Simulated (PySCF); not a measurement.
# Orbital picture of TbS

UHF at R = 2.285 Å; basis Tb x2c-SVPall, S x2c-SVPall; spin-free X2C with a Gaussian nucleus; PySCF 2.14. State: octet, about 8.0 electrons in the 4f shell (Mulliken), real f orbitals that mix terms. Only the outer orbitals are listed, counted within each symmetry.

```
spin  orbital  occ.  ε (eV)  on Tb (%)            main shells (%)
   α      16σ     1  -21.27         14                     86 S s
   α      17σ     1   -8.98         28            68 S p, 19 Tb d
   α       9π     1   -8.24         28            71 S p, 22 Tb d
   α       9π     1   -8.24         28            71 S p, 22 Tb d
   α      18σ     1   -6.49         99  73 Tb s, 13 Tb d, 13 Tb p
   α      10π     0    0.61         99           67 Tb p, 32 Tb d
   α      10π     0    0.61         99           67 Tb p, 32 Tb d
   α      19σ     0    0.76         96           52 Tb d, 40 Tb p
   β      15σ     1  -21.74         11                     89 S s
   β       3δ     1  -15.83        100                   100 Tb f
   β      16σ     1   -8.98         21            77 S p, 12 Tb d
   β       8π     1   -8.62         19            81 S p, 14 Tb d
   β       8π     1   -8.62         19            81 S p, 14 Tb d
   β      17σ     0   -0.19         99           82 Tb s, 11 Tb p
   β      18σ     0    2.01         98           65 Tb d, 33 Tb p
   β       9π     0    2.12         99           57 Tb p, 42 Tb d
```

**Question.** Which are the highest filled and the lowest empty level, where do they sit, and how wide is the gap?

**Answer.** Highest filled α 18σ at -6.49 eV (in %: 73 Tb s, 13 Tb d, 13 Tb p); lowest empty β 17σ at -0.19 eV (in %: 82 Tb s, 11 Tb p); the gap at UHF is 6.30 eV.

```json
{
  "bond order (Mayer)": "2.33",
  "⟨S²⟩": "15.793",
  "charge on Tb (Mulliken, basis-dependent)": "0.44",
  "charge on Tb (Löwdin, basis-dependent)": "0.08",
  "dipole moment (positive dipole means Tb(−)S(+))": "-7.35 D",
  "polarisability along the bond": "121.2 bohr³",
  "polarisability across the bond": "143.0 bohr³"
}
```

Spin–orbit coupling is left out. The state is the lowest single determinant that the PBE0 search found; with open d or f shells the true ground state can be another one.
